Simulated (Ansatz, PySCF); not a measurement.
This PySCF input computes a CAM-B3LYP/def2-TZVPD energy:

```python
from pyscf import gto, scf, dft

mol = gto.M(
    atom='''
    In    0.00000000    0.00000000    0.00000000
    Cl   -0.00000000   -0.00000000   -2.22420788
    Cl    0.00000000    0.00000000    2.22420788
    ''',
    basis='def2-tzvpd',
    ecp='def2-tzvp',
    charge=1,
    spin=0,
    verbose=4,
)

mf = dft.RKS(mol, xc='camb3lyp').density_fit(auxbasis='def2-universal-jkfit')
mf.grids.level = 3
mf.conv_tol = 1e-9
mf.max_cycle = 100
mf.max_memory = 1500
mf.kernel()
if not mf.converged:
    mf = mf.newton()
    mf.kernel(mf.make_rdm1())
mf.analyze()
```

Problem. Write an input for the same energy in Ansatz (a first-principles code) and say what it gives.

Solution. 
Ansatz 0.2 input:
```yaml
crystal:
  periodic: [false, false, false]
  atoms:
    - {symbol: In, position_ang: [0.00000000, 0.00000000, 0.00000000]}
    - {symbol: Cl, position_ang: [-0.00000000, -0.00000000, -2.22420788]}
    - {symbol: Cl, position_ang: [0.00000000, 0.00000000, 2.22420788]}
basis:
  gaussian:
    orbitals: def2-TZVPD
hamiltonian:
  xc: {name: CAM-B3LYP}
total_charge: 1
output: {forces: true}
```
It gives -1110.35229 Eh, and PySCF -1110.35235 Eh, a difference of 0.06 mEh, from the treatment of integrals and grids.
